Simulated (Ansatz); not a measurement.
System: sum formula BN2H3Br, net charge -1, singlet state. It need not be the lowest isomer of its formula. Whether it binds its extra electron was not tested at this geometry. SMILES: [NH-]B(N)Br
Geometry from a B3LYP-D3(BJ)/def2-TZVP (Ansatz, a first-principles code) optimisation:
```
B
N 1 1.3309
H 2 1.0092 1 117.72
N 1 1.4517 2 132.91 3 176.36
H 4 1.0059 1 117.46 2 154.67
H 4 1.0100 5 112.30 1 135.16
Br 1 2.2300 2 122.23 3 -2.51
```
Charge -1, spin multiplicity 1.

Parts of the frozen-core correlation energy in STO-3G (Ansatz, hartree). Frozen orbitals: 17; correlated occupied orbitals by spin: 12 and 12; virtual: 7 and 7. Spin-orbit coupling is left out. Non-relativistic.

```tsv
term	value
reference (HF)	-2678.20366
MP2 opposite-spin	[?]
MP2 same-spin	-0.02558
CCSD correlation	[?]
(T)	[?]
T1 diagnostic	0.015
largest doubles amplitude	0.111
```

**Question.** Complete the blanks.

**Answer.** 
- MP2 opposite-spin, value: -0.11960
- CCSD correlation, value: -0.17478
- (T), value: -0.00508
